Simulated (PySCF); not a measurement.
NaSr at r²SCAN

Level: r²SCAN. basis Na def2-SVPD, Sr def2-SVPD with ECP28; scalar-relativistic core potentials; PySCF 2.14.

```json
{
  "state": "²Σ⁺ (doublet), unpaired electrons σ ↑",
  "bond length": "3.922 Å",
  "harmonic wavenumber": "91.3 cm⁻¹",
  "force constant": "0.0894 mdyn/Å",
  "rotational constant Be": "0.06015 cm⁻¹",
  "anharmonicity ωexe": "0.662 cm⁻¹",
  "vibration–rotation constant αe": "0.000516 cm⁻¹",
  "well depth De to Na + Sr": "0.34 eV",
  "dissociation energy D0": "0.33 eV",
  "bond order (Mayer)": "0.50",
  "dipole moment (positive dipole means Na(−)Sr(+))": "-0.56 D"
}
```

The bond is weak. Basis-set superposition, not corrected here, can be much of De in a small basis, most of all at correlated wavefunction levels. Functionals without a dispersion term scatter widely for such bonds, and LDA overbinds them. Spin–orbit coupling is left out. The state is the lowest determinant that a PBE0 search found; another state may lie lower at other levels.
